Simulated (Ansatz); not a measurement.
```yaml
crystal:
  periodic: [false, false, false]
  atoms:
    - {symbol: C, position_ang: [-1.459855, 0.416827, 0.289073]}
    - {symbol: C, position_ang: [0.051604, 0.345200, 0.081340]}
    - {symbol: O, position_ang: [0.735102, 1.350073, 0.857562]}
    - {symbol: Al, position_ang: [0.582488, 0.637685, -1.805091]}
    - {symbol: Si, position_ang: [0.735773, -1.342123, 0.597786]}
    - {symbol: H, position_ang: [-1.844792, 1.417049, 0.065626]}
    - {symbol: H, position_ang: [-1.986448, -0.299955, -0.347782]}
    - {symbol: H, position_ang: [-1.737353, 0.192087, 1.328377]}
    - {symbol: H, position_ang: [0.549676, 1.197477, 1.791723]}
    - {symbol: H, position_ang: [-0.038589, -0.350063, -2.885572]}
    - {symbol: H, position_ang: [1.592560, 1.785751, -2.213492]}
    - {symbol: H, position_ang: [0.698854, -1.425169, 2.088642]}
    - {symbol: H, position_ang: [2.153538, -1.481850, 0.156114]}
    - {symbol: H, position_ang: [-0.045657, -2.472288, 0.024696]}
basis:
  gaussian: {orbitals: 6-31G, nuclear_model: gaussian}
total_charge: -1
magnetization: {spin_polarized: true, initial_magnetization: 1}
hamiltonian: {xc: {name: wB97X-V}}
output: {forces: true}
```

```sh
$ ansatz run in.yaml --threads 4 --pin off --events-out ev --progress --plain --max-ram 10444MiB
```

Shortened log:

```
Functional definition: wB97X-V
895 factors; integrals over basis functions are off by at most 2.5e-4 eV
367 factors; integrals over basis functions are off by at most 4.2e-6 eV
mean field evaluation 1: about -18731.7022 eV, gradient 1.5e1 eV
mean field evaluation 2: about -18732.9859 eV, gradient 9.3e0 eV
mean field evaluation 4: about -18733.3457 eV, gradient 7.1e-1 eV
mean field evaluation 8: about -18733.5035 eV, gradient 8.1e-2 eV
mean field evaluation 16: about -18733.5037 eV, gradient 8.0e-4 eV
mean field -18733.50369730 eV, -688.4435628510 hartree, gradient 8.6e-5 eV, S^2 0.753191; 0 other end points of the search recorded, 0 dependent functions left out
reference -18733.50369699 eV, -688.4435628395 hartree; 29, 28 occupied and 42, 43 virtual orbitals, 895 factors
Total energy: -18733.50369699 eV, -688.4435628395 hartree
Atom 0 at    -1.459855     0.416827     0.289073 Å, force    -0.101717     0.076643     0.208802 eV/Å
Atom 1 at     0.051604     0.345200     0.081340 Å, force    -0.685176    -0.822727    -0.523858 eV/Å
Atom 2 at     0.735102     1.350073     0.857562 Å, force     0.604995     0.995517     0.120995 eV/Å
Atom 3 at     0.582488     0.637685    -1.805091 Å, force    -0.017720     0.389821    -0.725705 eV/Å
Atom 4 at     0.735773    -1.342123     0.597786 Å, force     0.243842     0.256478    -0.557622 eV/Å
Atom 5 at    -1.844792     1.417049     0.065626 Å, force     0.066717     0.124049    -0.141970 eV/Å
Atom 6 at    -1.986448    -0.299955    -0.347782 Å, force    -0.000927    -0.054902    -0.148963 eV/Å
Atom 7 at    -1.737353     0.192087     1.328377 Å, force    -0.139395    -0.088341     0.417180 eV/Å
Atom 8 at     0.549676     1.197477     1.791723 Å, force    -0.143343     0.000146     0.906173 eV/Å
Atom 9 at    -0.038589    -0.350063    -2.885572 Å, force    -0.269681    -0.440264    -0.328585 eV/Å
Atom 10 at     1.592560     1.785751    -2.213492 Å, force     0.418001     0.350732    -0.080246 eV/Å
Atom 11 at     0.698854    -1.425169     2.088642 Å, force    -0.019910    -0.237818     0.692168 eV/Å
Atom 12 at     2.153538    -1.481850     0.156114 Å, force     0.236687    -0.168993     0.182461 eV/Å
Atom 13 at    -0.045657    -2.472288     0.024696 Å, force    -0.192375    -0.380340    -0.020829 eV/Å
Dipole moment:    -0.516961    -0.597779     1.523594 e Å
```

In this input the charge is far from anything that the molecule holds. Self-consistency was reached. The result belongs to that input, not to the molecule as meant.
